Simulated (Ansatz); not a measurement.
Two shapes of singlet Li₂F₂.

Shape 1:

```xyz
4

Li    1.1079    0.0376   -0.0328
Li   -1.1099    0.0329   -0.0373
F     0.0167    1.3138    0.0420
F     0.0039   -1.3052   -0.0482
```

Shape 2:

```xyz
4

Li    1.0795    0.0282    0.0626
Li   -1.0326    0.0916   -0.0133
F     0.0430    1.4089    0.0254
F    -0.0664   -1.3672   -0.0135
```

Basis set: 6-31G (spherical functions). Correlated methods keep 2 orbitals frozen. Charge 0, multiplicity 1.

Computed with Ansatz (development build ahead of 0.2.0); each method stands on the lowest determinant of its kind that the runs found.

Which shape is lower in energy, and by how much in each method?

| method | E(2) − E(1) (eV) |
| --- | --- |
| RHF | 0.143 |
| RHF-MP2 | 0.098 |

Shape 1 is lower.
